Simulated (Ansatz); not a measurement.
The cluster Sn3H6, relaxed as a singlet with RKS PBE0-D4/def2-SVP in Ansatz, starting from the GFN1-xTB geometry. Force threshold 0.02 eV/Å.

In the def2 sets Sn takes a core potential; there is no spin–orbit coupling. Another isomer (singlet) lies 0.26 eV lower at PBE0-D4/def2-TZVP; other spin states weren't run for this one.

Start:

```xyz
9

Sn   -0.173   -1.619    0.350
Sn   -1.212    1.075    0.402
Sn    1.371    0.545   -0.771
H    -0.608   -1.809    2.018
H    -1.617    2.072   -0.956
H     2.782   -0.043    0.047
H    -1.709   -2.213   -0.189
H     1.698   -0.418   -2.174
H    -0.533    2.411    1.273
```

| step | energy (eV) | largest force component (eV/Å) | SCF passes |
| --- | --- | --- | --- |
| 1 | -17590.9602 | 0.660 | 23 |
| 2 | -17591.1894 | 0.861 | 25 |
| 3 | -17591.4382 | 0.235 | 30 |
| 4 | -17591.4634 | 0.098 | 25 |
| 5 | -17591.4724 | 0.019 | 25 |
| 6 | -17591.4726 | 0.031 | 26 |
| 7 | -17591.4730 | 0.003 | 26 |
| 8 | -17591.4731 | 0.011 | 26 |

Force components are those of the run's own axes.

End:

```csv
atom,x (Å),y (Å),z (Å)
Sn1,-0.6298,-1.3938,0.5448
Sn2,-0.8257,1.3871,0.1744
Sn3,1.4561,0.0068,-0.7188
H4,-0.4512,-1.9856,2.1446
H5,-1.8849,2.0437,-1.0041
H6,2.9507,0.1518,0.1098
H7,-1.6813,-2.4058,-0.3561
H8,1.7202,-0.2707,-2.3905
H9,-0.6540,2.4665,1.4959
```

By distances, no bond broke or formed. The bond that changes most is Sn1–Sn2, from 2.89 to 2.81 Å (atoms count from 1).

The force fell under the threshold at step 5, but the optimiser went on. No frequencies were taken in this run, so the end may be a saddle point.

Hardware: 4 threads of Arm Neoverse V2 on a shared host. Wall time 17 s.
